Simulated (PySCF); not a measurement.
Working out the excitation energy of N

N [He] 2s2 2p3 (4S) → N [He] 2s1 2p4 (4P). All numbers are calculated (PySCF 2.14, the spin-free X2C one-electron Hamiltonian (Gaussian nucleus), in aug-cc-pCVTZ-DK (7s6p4d2f, 59 functions)). Frozen: nothing. Energies in hartree (1 hartree = 27.21139 eV):

| part | N (lower) | N (upper) |
| --- | --- | --- |
| UHF | -54.430433 | -54.029412 |
| MP2 opposite-spin | -0.113724 | -0.108495 |
| MP2 same-spin | -0.035112 | -0.035045 |

Task: What does Hartree-Fock give?

Result: (-54.029412) − (-54.430433) = 0.401021 hartree = 10.912 eV.

Task: What do MP2 and SCS-MP2 (6/5 opposite-spin, 1/3 same-spin) give?

Result: The opposite-spin parts differ by 0.142 eV and the same-spin parts by 0.002 eV. MP2: 10.912 + (0.142) + (0.002) = 11.056 eV. SCS-MP2: 10.912 + 1.2 × (0.142) + (0.002)/3 = 11.083 eV.

Measured between the centres of the two terms (NIST): 10.927 eV, so MP2 (valence and next inner shell) is off by 0.129 eV.

What remains against the reference includes basis incompleteness and correlation beyond second order.
